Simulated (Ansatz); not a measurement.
A nudged elastic band was laid between two geometries of GeH4O + H2O (9 atoms, charge 0, multiplicity 1).

These are results of RHF/def2-SVP (Ansatz), not measurements.

| Item | Value |
| --- | --- |
| movable images | 9 |
| climbing image | yes |
| spring | 5.0 eV/Å² |
| optimiser | quadratic models (default) |
| start path | through a guess of the saddle point |
| force threshold | 0.05 eV/Å |
| iteration limit | 60 |
| end points | relaxed |

First end point:

```xyz
9
Properties=species:S:1:pos:R:3
Ge -0.313 -0.347 -0.101
H -0.732 -0.390 1.363
O 1.471 -0.329 -0.105
H 1.899 -0.639 -0.889
H -0.848 0.890 -0.821
H -0.763 -1.617 -0.838
O 1.499 2.081 1.418
H 1.846 1.365 0.899
H 1.634 1.822 2.317
```

Last end point:

```xyz
9
Properties=species:S:1:pos:R:3
Ge 0.369 -0.061 -0.627
H -0.347 1.440 3.891
O 1.631 -0.359 -1.814
H 2.296 -0.993 -1.591
H -0.570 0.938 -1.291
H -0.292 -1.358 -0.176
O 1.088 0.611 0.833
H 1.545 1.434 0.752
H -0.028 1.185 3.265
```

Question: What changes between the two ends?

Answer: Bonds broken: Ge1–H2, O7–H9. Bonds formed: Ge1–O7, H2–H9. GeH4O + H2O becomes GeH4O2 + H2.

Question: What energy profile does the band end with?

Answer: The forces met the threshold. The highest image is number 4 of 0 to 10, 2.67 eV above the first end and 2.57 eV above the last; the last end lies 0.10 eV above the first. Neighbouring images differ by up to 2.1 eV, so the band resolves the path poorly. A vibrational analysis at the climbing image gives one clearly imaginary mode, 1767i cm⁻¹: a first-order saddle point. The orbitals stay closed-shell, which can raise the energy where a bond breaks towards radicals; this wasn't checked here.

| image | path coordinate (Å) | energy (eV) | Ge1–H2 (Å) | O7–H9 (Å) | Ge1–O7 (Å) |
| --- | --- | --- | --- | --- | --- |
| 0 | 0.00 | 0.00 | 1.52 | 0.94 | 3.39 |
| 1 | 0.85 | 0.04 | 1.52 | 0.94 | 3.36 |
| 2 | 1.70 | 0.35 | 1.53 | 0.94 | 3.02 |
| 3 | 2.55 | 1.29 | 1.59 | 0.95 | 2.37 |
| 4 | 3.40 | 2.67 | 1.99 | 1.13 | 1.92 |
| 5 | 4.34 | 0.57 | 2.59 | 1.91 | 1.77 |
| 6 | 5.28 | 0.20 | 3.37 | 2.54 | 1.76 |
| 7 | 6.22 | 0.17 | 4.07 | 2.73 | 1.76 |
| 8 | 7.16 | 0.11 | 4.25 | 2.78 | 1.76 |
| 9 | 8.09 | 0.10 | 4.62 | 2.71 | 1.76 |
| 10 | 9.03 | 0.10 | 4.81 | 2.74 | 1.76 |

Question: What is the geometry of the highest image?

Answer: 
```xyz
9
Properties=species:S:1:pos:R:3
Ge 0.234 0.114 0.000
H -0.748 0.568 1.666
O 1.728 -0.042 -0.973
H 1.809 -0.838 -1.474
H -0.761 0.904 -0.828
H -0.066 -1.336 0.373
O 1.172 1.277 1.203
H 2.074 1.127 1.465
H 0.249 1.062 1.811
```

The band took 22 iterations and roughly 6 core-minutes.

The run took 5.9 min on 1 thread of Arm Neoverse V1, with other jobs on the host, peak memory 0.17 GiB.
